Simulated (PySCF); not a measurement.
**Field gradients at the hydrogen positions**

Species: C3H12N2Si3.
Geometry (GFN2-xTB, Å), atoms numbered from 1 in this order:
```xyz
20
C3H12N2Si3 angstrom
C      1.7100    1.6529   -0.1245
Si     1.0910    0.1180   -1.0405
N      0.2384   -0.9670    0.0612
Si     1.0264   -2.4109    0.6553
Si    -1.1992   -0.4391    0.8697
C     -2.3444    0.5260   -0.3277
C     -1.9132    1.8711   -0.4890
N     -1.5506    2.9536   -0.5866
H      2.3931    2.2226   -0.7464
H      2.2334    1.3907    0.7913
H      0.8843    2.3085    0.1360
H      2.2052   -0.6568   -1.5925
H      0.1544    0.4577   -2.1170
H     -0.0212   -3.3661    1.0110
H      1.8588   -2.9294   -0.4251
H      1.8313   -2.0914    1.8382
H     -1.9670   -1.6200    1.2767
H     -0.9088    0.4161    2.0272
H     -3.3549    0.5358    0.0813
H     -2.3721    0.0385   -1.3017
```

Level: PBE0/pcSseg-1 (PySCF, non-relativistic); Q(2H) = 0.00286 b; rigid geometry, the same for H and D, with no vibrational averaging.

**Question.** Rank these positions by the coupling χzz of a deuteron there, largest first.
A. H11 (methyl hydrogen)
B. H19 (methylene hydrogen)
C. H16 (Si–H hydrogen)
D. H9 (methyl hydrogen)

**Answer.** D (220 kHz), A (212 kHz), B (208 kHz), C (107 kHz).

**Question.** Give the electric field gradient Vzz (the principal value of largest size), its asymmetry and the 2H coupling at each hydrogen.

**Answer.** 
| atom | bonded to | bond length (Å) | Vzz (au) | η | χzz (kHz) |
| --- | --- | --- | --- | --- | --- |
| H9 | C1 | 1.085 | 0.3272 | 0.01 | 220 |
| H10 | C1 | 1.087 | 0.3240 | 0.01 | 218 |
| H11 | C1 | 1.086 | 0.3160 | 0.01 | 212 |
| H12 | Si2 | 1.465 | 0.1585 | 0.05 | 106 |
| H13 | Si2 | 1.467 | 0.1592 | 0.06 | 107 |
| H14 | Si4 | 1.462 | 0.1613 | 0.05 | 108 |
| H15 | Si4 | 1.459 | 0.1632 | 0.04 | 110 |
| H16 | Si4 | 1.466 | 0.1588 | 0.02 | 107 |
| H17 | Si5 | 1.466 | 0.1564 | 0.05 | 105 |
| H18 | Si5 | 1.468 | 0.1558 | 0.02 | 105 |
| H19 | C6 | 1.090 | 0.3100 | 0.04 | 208 |
| H20 | C6 | 1.090 | 0.3102 | 0.05 | 208 |

**Question.** Average by the element that carries the hydrogen.

**Answer.** on C: 213 kHz over 5 positions, mean bond length 1.088 Å; on Si: 107 kHz over 7 positions, mean bond length 1.465 Å.

**Question.** How does χzz go with the bond length over the 7 Si–H bonds?

**Answer.** A straight-line fit has a slope of -5.0 kHz for each 0.01 Å, with a correlation coefficient of -0.92, over lengths from 1.459 to 1.468 Å. The longer bonds have the smaller couplings here.

**Question.** Give the 2H NMR doublet splittings at H12 for a magnetic field along the z, y and x axes of the gradient: 3χ/2, 3χ(1 + η)/4, 3χ(1 − η)/4.

**Answer.** With |χ| = 106.5 kHz and η = 0.052: 160, 84 and 76 kHz, to first order and without motion.

Geometry: GFN2-xTB, one conformer, isolated molecule. GFN2-xTB bond lengths can be off by several hundredths of an ångström, more for odd bonds, and the gradients follow them. With a basis this small, the couplings can be 20 % off.

The run behind these numbers computed NMR shieldings as well. On one thread of an Intel Xeon at 2.50 GHz, shared host with 64 logical CPUs at a one-minute load of 63, this took 3.1 min wall, 2.5 min CPU (with the writing of density and orbital grids) and 1.1 GiB of memory at its peak.
